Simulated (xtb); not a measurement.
xtb input (GFN2-xTB):

```bash
xtb mol.xyz --gfn 2 --ohess tight --chrg 1 --uhf 0
```
mol.xyz:
```
2

Sn    -0.83962026    -0.70604925    -0.78268480
I      0.87898207     0.65382659     0.73349025
```

End of the output:

```
   ------------------------------------------------------------------------
       1    243.71    -0.52941 ( 99.82%)    -0.58725 (  0.18%)    -0.52951
   ------------------------------------------------------------------------

   temp. (K)  partition function   enthalpy   heat capacity  entropy
                                   cal/mol     cal/K/mol   cal/K/mol   J/K/mol
 298.15  VIB   1.45                  310.862      1.772      1.776
         ROT  0.540E+04              592.502      1.987     19.067
         INT  0.781E+04              903.364      3.759     20.843
         TR   0.372E+28             1481.254      4.968     42.377
         TOT                        2384.6179     8.7273    63.2200   264.5123

       T/K    H(0)-H(T)+PV         H(T)/Eh          T*S/Eh         G(T)/Eh
   ------------------------------------------------------------------------
    298.15    0.380013E-02    0.435533E-02    0.300378E-01   -0.256825E-01
   ------------------------------------------------------------------------

         :::::::::::::::::::::::::::::::::::::::::::::::::::::
         ::                  THERMODYNAMIC                  ::
         :::::::::::::::::::::::::::::::::::::::::::::::::::::
         :: total free energy          -5.595081189106 Eh   ::
         ::.................................................::
         :: total energy               -5.569398677124 Eh   ::
         :: zero point energy           0.000555203048 Eh   ::
Note: The following floating-point exceptions are signalling: IEEE_DENORMAL
normal termination of xtb
         :: G(RRHO) w/o ZPVE           -0.026237715029 Eh   ::
         :: G(RRHO) contrib.           -0.025682511982 Eh   ::
         :::::::::::::::::::::::::::::::::::::::::::::::::::::

optimized geometry written to: xtbopt.xyz

           -------------------------------------------------
          | TOTAL ENERGY               -5.569398677124 Eh   |
          | TOTAL ENTHALPY             -5.565043343487 Eh   |
          | TOTAL FREE ENERGY          -5.595081189106 Eh   |
          | GRADIENT NORM               0.000372054174 Eh/α |
          | HOMO-LUMO GAP               4.739642153014 eV   |
           -------------------------------------------------

------------------------------------------------------------------------
------------------------------------------------------------------------
 total:
 SCF:
 ANC optimizer:
 analytical hessian:
```
